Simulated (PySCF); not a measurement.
AlF₂H₃O₂Si, SMILES F[SiH](F)[Al]([OH])[OH]. The structure is a stationary point at PBE-D3(BJ)/def2-SVP. The structure was generated by enumeration; whether it is a known compound was not checked. Other conformers were not sampled.

Q: Give the equilibrium geometry at PBE-D3(BJ)/def2-SVP (PySCF confirms it by a frequency run) as a Z-matrix. (Estimate from the structure and the level; the computed values follow.)

A: Several could match; the one computed here: 
```
Al
O 1 1.7120
H 2 0.9686 1 129.10
O 1 1.7151 2 126.98 3 0.12
H 4 0.9692 1 127.93 2 -0.23
Si 1 2.4413 2 116.98 3 -179.82
F 6 1.6403 1 109.13 2 -55.03
F 6 1.6405 7 106.78 1 -117.77
H 6 1.5034 7 106.70 8 -113.82
```
